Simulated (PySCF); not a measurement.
A run for PySCF: R-BP86/6-31G* on H4OSi (SMILES O[SiH3]).

```python
from pyscf import gto, scf, dft, mp
from pyscf.data.elements import chemcore

mol = gto.M(
    atom='''
    O     0.74738692    0.10192979    2.37386267
    Si    0.30835326   -0.82291889    3.68772311
    H     1.66674868    0.36897394    2.29094090
    H     1.05209503   -2.10339029    3.70245523
    H    -1.13649673   -1.06119779    3.51609245
    H     0.57244258   -0.09987054    4.95279636
    ''',
    basis='6-31g*',
    cart=True,
    charge=0, spin=0, verbose=3, max_memory=1800)
mf = dft.RKS(mol, xc='b88,p86')
mf.conv_tol = 1e-8
mf.max_cycle = 100
mf.kernel()
if not mf.converged:
    mf = mf.newton().run(mf.mo_coeff, mf.mo_occ)
```

The log:

```
converged SCF energy = -367.143654930214
```

Self-consistency was reached.

Cost: about 2.8 core-seconds (a rough figure).
